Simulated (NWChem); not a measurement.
System: CH6O2Si; SMILES C[SiH](O)O

```xyz
10

Si     0.3339     0.0672     0.0000
C     -0.1941    -1.7065     0.0000
O     -0.2825     0.7531    -1.3867
O     -0.2825     0.7531     1.3867
H      1.8219     0.2533     0.0000
H     -1.2934    -1.7679     0.0000
H      0.1786    -2.2283     0.8940
H      0.1786    -2.2283    -0.8940
H      0.0624     1.6096    -1.6512
H      0.0624     1.6096     1.6512
```
Atoms are numbered in this order, from 1.

Program: NWChem. Pople sets run with spherical d functions. All runs use the structure optimised with PBE0/def2-SVP. Total energies compare along this basis series because the functional is fixed.

```csv
level,basis functions,energy (Ha),highest occupied level (eV),orbital gap (eV),dipole (D)
PBE0/STO-3G,30,-475.4383,-3.96,11.55,1.93
PBE0/3-21G,52,-478.8101,-8.10,10.03,2.61
PBE0/6-31G*,72,-481.3859,(withheld),(withheld),2.15
PBE0/6-31+G*,88,-481.4004,-8.65,8.46,2.20
PBE0/6-311G**,116,-481.4849,-8.54,9.28,2.17
PBE0/6-311++G**,138,-481.4930,-8.68,8.34,2.14
```

Task: What belongs in the gaps?

Result: 
- PBE0/6-31G*, highest occupied level (eV): -8.37
- PBE0/6-31G*, orbital gap (eV): 9.77
